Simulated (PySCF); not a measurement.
CH₇AlO₂Si, SMILES [Al]([OH])([OH])[SiH2]C. Coordinates come from a PBE0-D3(BJ)/def2-SVP optimisation. The structure was generated by enumeration; whether it is a known compound was not checked. One conformer was computed; it need not be the lowest.

Computed equilibrium geometry at PBE0-D3(BJ)/def2-SVP (PySCF confirms it by a frequency run) as a Z-matrix, and its point group (one conformer of several):
point group Cs.
```
Si
H 1 1.5011
H 1 1.5011 2 106.00
C 1 1.8898 2 109.65 3 -118.29
H 4 1.1004 1 110.55 2 178.43
H 4 1.1004 5 107.68 1 -120.86
H 4 1.1006 5 108.42 6 -117.11
Al 1 2.4281 2 109.74 3 118.43
O 8 1.7028 1 119.57 2 -58.05
H 9 0.9573 8 130.09 1 180.00
O 8 1.7050 9 123.09 10 0.00
H 11 0.9576 8 129.47 9 0.00
```
Charge 0, spin multiplicity 1.
